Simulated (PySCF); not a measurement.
# Correlation energy of Kr⁺ (krypton, charge +1)

Starting occupation: [Ar] 3d10 4s2 4p5, 4p1/2 with m_j = -1/2, +1/2, 4p3/2 with m_j = -1/2, +1/2, +3/2. Computed with PySCF 2.14 in x2c-TZVPall-2c (6s7p4d1f, 54 functions), with X2C-1e with screened-nucleus spin-orbit coupling, Gaussian nucleus. Frozen: [Ne]; 25 electrons correlated.

MP2 pair energies summed by pair of shells (mhartree):

```tsv
pair	energy	share (%)
4p-4p	-87.67	22.2
3d-3d	-84.68	21.4
3d-3p	-67.32	17.0
4p-4s	-47.35	12.0
3d-4p	-25.97	6.6
3p-3p	-22.41	5.7
3d-3s	-17.38	4.4
3d-4s	-11.45	2.9
3p-3s	-9.69	2.5
4s-4s	-7.91	2.0
3p-4p	-6.79	1.7
3p-4s	-3.29	0.8
3s-4p	-1.55	0.4
3s-3s	-1.20	0.3
3s-4s	-0.57	0.1
```

Total MP2 correlation energy: -395.23 mhartree.

The GHF reference relaxed away from the jj start to a determinant that is no pure jj level (⟨S²⟩ = 0.76, ⟨J²⟩ = 3.76); the energies belong to that determinant.

This basis was not built for core-valence correlation, so the inner-shell part is incomplete.
